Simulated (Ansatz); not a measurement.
Born–Oppenheimer molecular dynamics of CH₈SSi₂ (12 atoms, charge 0, multiplicity 1). It starts at the highest image of a converged band. Of that band: Neighbouring images differ by up to 1.3 eV, so the band resolves the path poorly. A vibrational analysis at the climbing image gives one clearly imaginary mode, 1096i cm⁻¹: a first-order saddle point.

Theory: RKS PBE0-D4/def2-SVP in Ansatz.

* ensemble: NVE (velocity Verlet)
* time step: 0.5 fs
* steps asked: 200
* starting velocities drawn for: 300 K
* seed: 10141

Frames 5 fs apart, positions in Å, forces in eV/Å.

Velocities at 0.0 fs (Å/ps):

```
Si 1.24 -0.06 1.24
Si -4.11 -0.41 -1.63
S 0.44 -0.71 -1.16
H -2.72 -18.24 24.43
H 9.61 22.41 -13.73
C 8.17 0.43 0.97
H 1.40 4.43 5.25
H 8.83 34.14 13.38
H -38.77 -15.37 7.81
H -0.38 -4.85 15.78
H -5.97 18.65 -6.64
H -3.46 -10.24 -10.29
```

```xyz
12
Properties=species:S:1:pos:R:3:forces:R:3 time_fs=0.0 energy_less_start_eV=0.000 T=300
Si -0.543 -0.360 -0.878 0.00 -0.03 0.00
Si 1.704 0.274 0.308 0.00 -0.01 -0.01
S -0.378 -2.344 -1.317 0.00 0.01 0.00
H 0.842 -1.134 -0.475 0.00 0.01 0.00
H -0.329 0.684 -1.927 0.00 0.00 0.00
C -1.666 0.254 0.479 0.01 0.01 0.00
H 1.816 -0.255 1.698 0.00 0.00 0.00
H 1.343 1.726 0.335 0.00 0.00 0.00
H 2.973 0.079 -0.450 0.00 0.00 0.00
H -2.704 0.104 0.133 0.00 0.00 0.00
H -1.534 -0.348 1.390 0.00 0.00 0.00
H -1.523 1.321 0.704 0.00 0.00 0.01
12
Properties=species:S:1:pos:R:3:forces:R:3 time_fs=5.0 energy_less_start_eV=0.153 T=183
Si -0.536 -0.359 -0.873 0.75 0.72 -0.51
Si 1.680 0.275 0.302 -1.01 1.11 0.90
S -0.375 -2.348 -1.322 0.19 0.05 0.18
H 0.804 -1.224 -0.370 -0.44 -0.10 -0.39
H -0.294 0.747 -1.950 -0.22 -0.73 0.62
C -1.631 0.255 0.478 -0.89 0.06 0.32
H 1.821 -0.230 1.712 -0.01 0.01 -0.17
H 1.402 1.820 0.394 0.18 -1.10 -0.18
H 2.865 -0.009 -0.462 0.91 -0.10 -0.55
H -2.688 0.083 0.202 0.05 0.04 -0.25
H -1.539 -0.299 1.423 0.36 -0.05 0.01
H -1.527 1.331 0.664 0.13 0.08 0.02
12
Properties=species:S:1:pos:R:3:forces:R:3 time_fs=10.0 energy_less_start_eV=0.044 T=267
Si -0.522 -0.352 -0.871 0.64 0.48 0.98
Si 1.649 0.283 0.302 0.84 -1.21 -0.83
S -0.371 -2.351 -1.326 0.49 0.06 0.49
H 0.676 -1.354 -0.353 -0.21 -1.00 -0.63
H -0.303 0.676 -1.869 -0.06 0.49 -0.82
C -1.612 0.257 0.483 -0.88 0.21 0.66
H 1.825 -0.209 1.694 0.00 -0.22 0.10
H 1.495 1.720 0.415 -0.08 0.96 -0.10
H 2.906 -0.103 -0.559 -0.89 0.38 0.68
H -2.667 0.071 0.222 -0.09 0.05 -0.08
H -1.470 -0.264 1.455 0.18 0.15 -0.40
H -1.504 1.354 0.631 0.06 -0.35 -0.04
12
Properties=species:S:1:pos:R:3:forces:R:3 time_fs=15.0 energy_less_start_eV=-0.802 T=919
Si -0.503 -0.339 -0.862 1.27 2.70 0.89
Si 1.624 0.283 0.296 -0.52 -0.07 -0.48
S -0.364 -2.354 -1.327 -0.51 -0.90 -0.47
H 0.502 -1.731 -0.476 1.14 -1.40 0.49
H -0.341 0.675 -1.940 -0.41 -0.15 -0.40
C -1.611 0.262 0.497 -0.89 -0.35 -0.65
H 1.825 -0.233 1.691 -0.11 -0.14 -0.07
H 1.580 1.775 0.410 0.04 0.06 -0.05
H 2.796 -0.124 -0.535 0.15 0.03 0.03
H -2.662 0.071 0.228 -0.13 0.06 0.33
H -1.352 -0.217 1.438 -0.08 -0.26 0.33
H -1.462 1.337 0.592 0.05 0.41 0.03
12
Properties=species:S:1:pos:R:3:forces:R:3 time_fs=20.0 energy_less_start_eV=-1.633 T=1560
Si -0.473 -0.306 -0.846 1.41 1.87 -0.04
Si 1.595 0.282 0.287 -0.77 1.26 0.05
S -0.363 -2.363 -1.334 0.67 -0.41 0.56
H 0.667 -2.380 -0.403 -0.68 -0.46 -0.68
H -0.464 0.648 -2.095 -0.31 -0.87 0.79
C -1.626 0.264 0.502 0.09 0.30 0.18
H 1.800 -0.288 1.673 -0.25 0.02 -0.21
H 1.666 1.853 0.394 -0.08 -1.14 0.00
H 2.725 -0.141 -0.511 0.84 -0.28 -0.50
H -2.691 0.083 0.302 -0.06 0.02 0.28
H -1.266 -0.206 1.454 -0.55 0.24 -0.51
H -1.422 1.365 0.561 -0.31 -0.57 0.09
12
Properties=species:S:1:pos:R:3:forces:R:3 time_fs=25.0 energy_less_start_eV=-1.028 T=1097
Si -0.432 -0.259 -0.829 0.27 -0.72 0.73
Si 1.561 0.289 0.277 1.43 -1.01 -1.34
S -0.362 -2.379 -1.341 2.37 -1.47 1.94
H 0.812 -3.036 -0.359 -2.70 1.89 -2.11
H -0.655 0.449 -2.108 -0.01 0.09 -0.23
C -1.642 0.268 0.505 -0.33 -0.28 -0.69
H 1.718 -0.344 1.615 -0.25 -0.06 0.13
H 1.736 1.728 0.381 -0.01 0.87 0.22
H 2.796 -0.202 -0.566 -0.88 0.29 0.58
H -2.728 0.100 0.432 0.14 -0.06 -0.25
H -1.277 -0.173 1.419 0.11 -0.31 0.77
H -1.438 1.331 0.554 -0.14 0.78 0.24
12
Properties=species:S:1:pos:R:3:forces:R:3 time_fs=30.0 energy_less_start_eV=-1.303 T=1303
Si -0.389 -0.215 -0.807 -1.29 -1.82 0.14
Si 1.538 0.291 0.256 1.47 0.16 -0.13
S -0.344 -2.404 -1.335 -1.86 1.69 -1.72
H 0.387 -3.298 -0.757 1.38 -0.46 1.55
H -0.851 0.246 -2.148 0.35 0.18 0.00
C -1.661 0.271 0.503 0.74 0.61 1.30
H 1.576 -0.410 1.577 -0.21 0.06 0.01
H 1.799 1.746 0.416 -0.15 0.21 0.19
H 2.712 -0.213 -0.518 0.02 -0.09 -0.05
H -2.745 0.100 0.507 0.00 -0.22 -0.64
H -1.296 -0.172 1.479 -0.23 0.41 -0.70
H -1.499 1.389 0.596 -0.22 -0.74 0.05
12
Properties=species:S:1:pos:R:3:forces:R:3 time_fs=35.0 energy_less_start_eV=-0.546 T=722
Si -0.357 -0.188 -0.783 -2.90 -2.06 -0.80
Si 1.527 0.294 0.236 1.41 1.65 1.30
S -0.337 -2.417 -1.339 -0.29 -0.57 -0.83
H 0.165 -3.674 -0.887 -0.09 2.08 0.57
H -0.958 0.091 -2.180 0.79 0.16 0.73
C -1.669 0.282 0.518 -0.17 -0.14 -0.48
H 1.389 -0.459 1.541 0.00 0.25 -0.21
H 1.826 1.814 0.491 -0.34 -1.07 -0.08
H 2.645 -0.250 -0.489 0.90 -0.39 -0.51
H -2.748 0.051 0.439 0.35 -0.23 -0.52
H -1.342 -0.118 1.461 0.29 -0.49 0.87
H -1.601 1.356 0.653 0.05 0.81 -0.04
12
Properties=species:S:1:pos:R:3:forces:R:3 time_fs=40.0 energy_less_start_eV=-0.261 T=503
Si -0.349 -0.178 -0.765 -2.32 -2.33 0.61
Si 1.529 0.307 0.224 2.58 -1.01 -0.17
S -0.337 -2.426 -1.352 0.24 -1.69 0.00
H 0.073 -3.801 -0.776 -0.48 3.29 -0.14
H -0.904 -0.018 -2.092 0.03 0.55 -0.87
C -1.676 0.295 0.532 0.58 0.37 0.65
H 1.203 -0.459 1.466 0.26 0.01 0.11
H 1.786 1.694 0.559 0.15 0.83 0.17
H 2.728 -0.346 -0.539 -0.73 0.56 0.67
H -2.686 -0.050 0.255 0.15 -0.03 0.11
H -1.362 -0.127 1.534 -0.45 0.17 -0.85
H -1.702 1.412 0.693 -0.01 -0.72 -0.30
12
Properties=species:S:1:pos:R:3:forces:R:3 time_fs=45.0 energy_less_start_eV=-0.773 T=901
Si -0.360 -0.187 -0.744 -1.75 -1.94 -0.59
Si 1.552 0.315 0.212 1.05 -0.14 0.57
S -0.336 -2.442 -1.368 -1.34 4.97 -3.71
H -0.081 -3.338 -0.591 1.27 -3.27 4.09
H -0.820 -0.004 -2.147 0.08 0.62 0.01
C -1.675 0.310 0.551 -0.25 -0.91 -1.85
H 1.078 -0.452 1.412 0.49 -0.06 0.20
H 1.770 1.712 0.657 0.11 0.21 -0.09
H 2.694 -0.340 -0.467 0.32 0.08 0.11
H -2.582 -0.151 0.100 -0.02 0.33 0.59
H -1.452 -0.135 1.503 0.09 -0.44 0.77
H -1.803 1.379 0.674 -0.05 0.56 -0.10
12
Properties=species:S:1:pos:R:3:forces:R:3 time_fs=50.0 energy_less_start_eV=-0.756 T=886
Si -0.386 -0.213 -0.728 -0.52 -0.98 -2.17
Si 1.583 0.322 0.205 -0.24 0.93 1.40
S -0.341 -2.438 -1.396 0.45 0.02 4.15
H -0.093 -3.114 0.040 -0.50 1.53 -3.19
H -0.723 0.148 -2.209 0.07 0.27 1.08
C -1.675 0.311 0.545 -0.22 -0.69 -0.02
H 1.068 -0.456 1.403 0.61 0.04 0.12
H 1.779 1.782 0.731 -0.07 -0.97 -0.56
H 2.741 -0.318 -0.369 0.91 -0.23 -0.28
H -2.510 -0.197 0.059 -0.89 0.06 0.21
H -1.545 -0.190 1.544 0.07 0.58 -0.70
H -1.907 1.400 0.624 0.33 -0.57 -0.03
12
Properties=species:S:1:pos:R:3:forces:R:3 time_fs=55.0 energy_less_start_eV=-1.242 T=1261
Si -0.417 -0.247 -0.728 0.79 -0.35 -1.41
Si 1.614 0.333 0.208 0.80 -2.03 -0.02
S -0.343 -2.430 -1.398 0.07 1.31 3.79
H -0.188 -2.637 0.080 -0.19 -0.17 -2.61
H -0.618 0.373 -2.060 -0.34 0.27 -0.11
C -1.684 0.295 0.529 -1.65 -1.37 -1.39
H 1.198 -0.455 1.428 0.44 0.00 0.24
H 1.781 1.685 0.695 0.13 0.95 0.06
H 2.943 -0.320 -0.318 -1.03 0.65 0.28
H -2.593 -0.204 0.088 0.22 0.40 0.37
H -1.609 -0.156 1.506 0.41 -0.07 0.75
H -1.942 1.353 0.568 0.35 0.41 0.03
```

Of the whole run (100 fs, mean temperature of the second half 1004 K): The conserved energy stayed within 0.55 meV per atom of its start (net change -0.18 meV per atom), so the integration is sound. The system heated up, since it started high on the potential surface and ran downhill. A run of 0.1 ps of so small a system gives no equilibrium averages. The orbitals stay closed-shell, which can raise the energy where a bond breaks towards radicals; this wasn't checked here.

Run time: 9.2 min on 2 threads of Arm Neoverse V1, with other jobs on the host, peak memory 0.24 GiB.
